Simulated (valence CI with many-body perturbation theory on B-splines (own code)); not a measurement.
# E1 transitions of Sn42+

Computed by configuration interaction combined with many-body perturbation theory (CI+MBPT): six valence electrons over a frozen Dirac-Fock core [He], a basis of 9 s, 9 p, 8 d, 6 f, 3 g, 1 h functions for each j, with the one-electron correlation potential Σ1, the two-electron term Σ2, the three-electron term Σ3, Breit, model QED; selected CI, second order for the rest, scaled by the run's own slope (own B-spline code, finite nucleus).

The last digits are not significant, and no measured levels were compared; by estimate large intervals hold to a few tenths of a per cent, small ones and those within an open d or f shell to about a per cent. Among the levels kept, up to 2200 cm⁻¹ of a level comes from second order outside the variational space, and about a tenth of that is noise between levels of different J, which matters for small intervals.

Lines 51 to 100 of 240 in falling wavelength, among levels below 4265.7 eV, chosen from the strongest by gf and those to the six lowest levels. Wavelengths and rates use the calculated energies. Electric multipoles are in the length gauge with retardation, E1 and E2 with the static RPA response of the core. Weak lines are less certain than strong ones. Lines between different terms over intervals too small for the method are left out, as are lines whose strength nearly cancels. The highest levels of a list are the least certain.

Levels are named by their leading jj configuration (3d3/2^4 stands for four electrons in 3d with j = 3/2), which in mixed levels can hold well under half, so a name can repeat and another be missing. Letters in brackets count levels of one name in rising energy.

| λ vac (Å) | Upper | Lower | A (s⁻¹) | log gf | Branch % |
| --- | --- | --- | --- | --- | --- |
| 91.81 | (2s^2 2p1/2 2p3/2^2 3p3/2) J=3 [a] | (2s^2 2p1/2 2p3/2^2 3s) J=2 [a] | 5.51e+10 | -0.31 | 18.0 |
| 90.88 | (2s^2 2p1/2^2 2p3/2 3p3/2) J=3 | (2s^2 2p1/2^2 2p3/2 3s) J=2 | 6.53e+10 | -0.25 | 34.7 |
| 90.79 | (2s^2 2p1/2^2 2p3/2 3p3/2) J=1 | (2s^2 2p1/2^2 2p3/2 3s) J=2 | 1.28e+10 | -1.32 | 5.3 |
| 90.67 | (2s^2 2p1/2 2p3/2^2 3p3/2) J=2 [a] | (2s^2 2p1/2 2p3/2^2 3s) J=2 [a] | 2.69e+10 | -0.78 | 7.1 |
| 90.62 | (2s^2 2p1/2 2p3/2^2 3p3/2) J=3 [b] | (2s^2 2p1/2 2p3/2^2 3s) J=3 | 2.38e+10 | -0.69 | 8.7 |
| 90.45 | (2s^2 2p1/2 2p3/2^2 3p3/2) J=1 [c] | (2s^2 2p1/2 2p3/2^2 3s) J=1 [b] | 1.63e+10 | -1.22 | 1.3 |
| 89.43 | (2s^2 2p1/2 2p3/2^2 3p3/2) J=4 | (2s^2 2p1/2 2p3/2^2 3s) J=3 | 5.43e+10 | -0.23 | 26.9 |
| 88.37 | (2s^2 2p1/2 2p3/2^2 3p3/2) J=1 [c] | (2s^2 2p1/2 2p3/2^2 3s) J=0 | 4.06e+10 | -0.85 | 3.3 |
| 87.71 | (2s^2 2p1/2 2p3/2^2 3p3/2) J=2 [c] | (2s^2 2p1/2 2p3/2^2 3s) J=1 [b] | 5.49e+10 | -0.50 | 4.0 |
| 87.44 | (2s^2 2p1/2^2 2p3/2 3d3/2) J=2 | (2s^2 2p1/2^2 2p3/2 3p1/2) J=2 | 2.39e+10 | -0.86 | 0.2 |
| 87.21 | (2s^2 2p1/2 2p3/2^2 3d5/2) J=2 | (2s^2 2p1/2 2p3/2^2 3p1/2) J=1 [b] | 9.10e+09 | -1.28 | 0.0 |
| 86.95 | (2s^2 2p1/2 2p3/2^2 3d3/2) J=2 [a] | (2s^2 2p1/2 2p3/2^2 3p1/2) J=2 [a] | 2.55e+10 | -0.84 | 0.1 |
| 86.77 | (2s^2 2p1/2 2p3/2^2 3p3/2) J=1 [a] | (2s^2 2p1/2 2p3/2^2 3s) J=1 [a] | 2.97e+10 | -1.00 | 12.6 |
| 86.57 | (2s^2 2p1/2 2p3/2^2 3d3/2) J=1 [b] | (2s^2 2p1/2 2p3/2^2 3p1/2) J=2 [b] | 2.45e+10 | -1.08 | 0.0 |
| 86.34 | (2s^2 2p1/2^2 2p3/2 3d3/2) J=2 | (2s^2 2p1/2^2 2p3/2 3p1/2) J=1 | 2.65e+10 | -0.83 | 0.2 |
| 85.41 | (2s^2 2p1/2 2p3/2^2 3p3/2) J=1 [b] | (2s^2 2p1/2 2p3/2^2 3s) J=2 [b] | 2.74e+10 | -1.05 | 2.0 |
| 84.63 | (2s^2 2p1/2^2 2p3/2 3d3/2) J=3 | (2s^2 2p1/2^2 2p3/2 3p1/2) J=2 | 5.16e+10 | -0.41 | 10.5 |
| 84.35 | (2s^2 2p1/2^2 2p3/2 3p3/2) J=2 | (2s^2 2p1/2^2 2p3/2 3s) J=1 | 4.77e+10 | -0.59 | 24.1 |
| 84.33 | (2s^2 2p1/2 2p3/2^2 3d3/2) J=4 | (2s^2 2p1/2 2p3/2^2 3p1/2) J=3 | 5.36e+10 | -0.29 | 94.8 |
| 84.32 | (2s^2 2p1/2 2p3/2^2 3d5/2) J=2 | (2s^2 2p1/2 2p3/2^2 3p1/2) J=2 [b] | 7.50e+09 | -1.40 | 0.0 |
| 84.00 | (2s^2 2p1/2 2p3/2^2 3d3/2) J=2 [c] | (2s^2 2p1/2 2p3/2^2 3p1/2) J=1 [b] | 2.61e+10 | -0.86 | 0.0 |
| 83.95 | (2s^2 2p1/2 2p3/2^2 3d3/2) J=3 [a] | (2s^2 2p1/2 2p3/2^2 3p1/2) J=2 [a] | 4.50e+10 | -0.48 | 0.1 |
| 83.76 | (2s^2 2p1/2 2p3/2^2 3d3/2) J=1 [a] | (2s^2 2p1/2 2p3/2^2 3p1/2) J=1 [a] | 4.53e+10 | -0.84 | 0.1 |
| 83.27 | (2s^2 2p1/2^2 2p3/2 3d3/2) J=1 | (2s^2 2p1/2^2 2p3/2 3p1/2) J=2 | 1.15e+10 | -1.45 | 0.0 |
| 82.98 | (2s^2 2p1/2 2p3/2^2 3d3/2) J=2 [a] | (2s^2 2p1/2 2p3/2^2 3p1/2) J=1 [a] | 2.54e+10 | -0.88 | 0.1 |
| 82.74 | (2s^2 2p1/2 2p3/2^2 3d3/2) J=0 | (2s^2 2p1/2 2p3/2^2 3p1/2) J=1 [a] | 5.70e+10 | -1.23 | 0.1 |
| 82.27 | (2s^2 2p1/2^2 2p3/2 3d3/2) J=1 | (2s^2 2p1/2^2 2p3/2 3p1/2) J=1 | 4.74e+10 | -0.84 | 0.1 |
| 81.89 | (2s^2 2p1/2^2 2p3/2 3d3/2) J=0 | (2s^2 2p1/2^2 2p3/2 3p1/2) J=1 | 5.95e+10 | -1.22 | 30.9 |
| 80.95 | (2s^2 2p1/2^2 2p3/2 3p3/2) J=2 | (2s^2 2p1/2^2 2p3/2 3s) J=2 | 4.12e+10 | -0.69 | 20.9 |
| 80.64 | (2s^2 2p1/2 2p3/2^2 3d3/2) J=2 [b] | (2s^2 2p1/2 2p3/2^2 3p1/2) J=3 | 9.79e+09 | -1.32 | 0.0 |
| 80.21 | (2s^2 2p1/2 2p3/2^2 3d3/2) J=3 [b] | (2s^2 2p1/2 2p3/2^2 3p1/2) J=3 | 2.35e+10 | -0.80 | 0.0 |
| 79.85 | (2s^2 2p1/2 2p3/2^2 3p3/2) J=2 [b] | (2s^2 2p1/2 2p3/2^2 3s) J=2 [b] | 5.19e+10 | -0.61 | 2.9 |
| 76.32 | (2s^2 2p1/2^2 2p3/2 3p3/2) J=0 | (2s^2 2p1/2^2 2p3/2 3s) J=1 | 1.20e+11 | -0.98 | 16.4 |
| 75.99 | (2s^2 2p1/2 2p3/2^2 3p3/2) J=1 [b] | (2s^2 2p1/2 2p3/2^2 3s) J=1 [a] | 4.52e+10 | -0.93 | 3.2 |
| 75.99 | (2s 2p1/2^2 2p3/2^2 3p1/2) J=2 | (2s^2 2p1/2 2p3/2^2 3p1/2) J=2 [b] | 8.71e+09 | -1.42 | 0.0 |
| 75.95 | (2s^2 2p1/2 2p3/2^2 3p3/2) J=2 [b] | (2s^2 2p1/2 2p3/2^2 3s) J=3 | 1.36e+10 | -1.23 | 0.8 |
| 74.28 | (2s^2 2p1/2 2p3/2^2 3p3/2) J=2 [c] | (2s^2 2p1/2 2p3/2^2 3s) J=2 [b] | 1.94e+10 | -1.09 | 1.4 |
| 72.60 | (2s^2 2p1/2 2p3/2^2 3p3/2) J=1 [b] | (2s^2 2p1/2 2p3/2^2 3s) J=2 [a] | 1.61e+10 | -1.42 | 1.1 |
| 67.32 | (2s 2p1/2^2 2p3/2^2 3s) J=3 | (2s^2 2p1/2 2p3/2^2 3s) J=3 | 1.22e+10 | -1.23 | 0.3 |
| 64.15 | (2s 2p1/2^2 2p3/2^2 3s) J=2 [a] | (2s^2 2p1/2 2p3/2^2 3s) J=2 [b] | 2.36e+10 | -1.14 | 0.1 |
| 61.44 | (2s 2p1/2^2 2p3/2^2 3s) J=3 | (2s^2 2p1/2 2p3/2^2 3s) J=2 [a] | 3.28e+10 | -0.89 | 0.7 |
| 60.49 | (2s 2p1/2^2 2p3/2^2 3p1/2) J=2 | (2s^2 2p1/2 2p3/2^2 3p1/2) J=1 [a] | 1.61e+10 | -1.36 | 0.0 |
| 58.68 | (2s 2p1/2^2 2p3/2^2 3s) J=2 [a] | (2s^2 2p1/2 2p3/2^2 3s) J=1 [a] | 1.47e+10 | -1.42 | 0.0 |
| 58.03 | (2s 2p1/2^2 2p3/2^2 3s) J=1 [a] | (2s^2 2p1/2 2p3/2^2 3s) J=1 [b] | 2.59e+10 | -1.41 | 0.2 |
| 56.55 | (2s 2p1/2^2 2p3/2^3) J=2 | (2s^2 2p1/2 2p3/2^3) J=2 | 1.69e+10 | -1.39 | 3.5 |
| 52.74 | (2s 2p1/2^2 2p3/2^3) J=2 | (2s^2 2p1/2 2p3/2^3) J=1 | 2.44e+10 | -1.29 | 5.0 |
| 50.64 | (2s 2p1/2 2p3/2^4) J=1 | (2s^2 2p3/2^4) J=0 | 2.93e+10 | -1.47 | 2.5 |
| 50.42 | (2s 2p1/2^2 2p3/2^2 3s) J=1 [b] | (2s^2 2p1/2 2p3/2^2 3s) J=2 [b] | 4.37e+10 | -1.30 | 0.1 |
| 48.92 | (2s 2p1/2^2 2p3/2^2 3s) J=2 [b] | (2s^2 2p1/2 2p3/2^2 3s) J=3 | 2.08e+10 | -1.43 | 0.3 |
| 46.58 | (2s 2p1/2^2 2p3/2^3) J=1 | (2s^2 2p1/2 2p3/2^3) J=2 | 4.01e+10 | -1.41 | 3.4 |
